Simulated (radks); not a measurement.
Species: Zr III. Configuration: [Kr] 4d2. All-electron calculation, Dirac Kohn-Sham, PBE, spin-unpolarised, spherical densities, point nucleus; open shells fill j = l - 1/2 first. Program: a radial shooting solver on a logarithmic mesh with Libxc functionals.

Spin-orbit splittings of the eigenvalues, e(l+1/2) - e(l-1/2), with zeta = 2 splitting/(2l+1) and mean radii in bohr:

shell,occ.,splitting (eV),zeta (eV),<r> j=l-1/2,<r> j=l+1/2
2p,6,85.86,57.24,0.1387,0.1430
3p,6,13.67,9.113,0.4549,0.4654
3d,10,2.497,0.9988,0.4504,0.4540
4p,6,1.779,1.186,1.344,1.374
4d,2,0.1550,0.06199,2.002,2.017
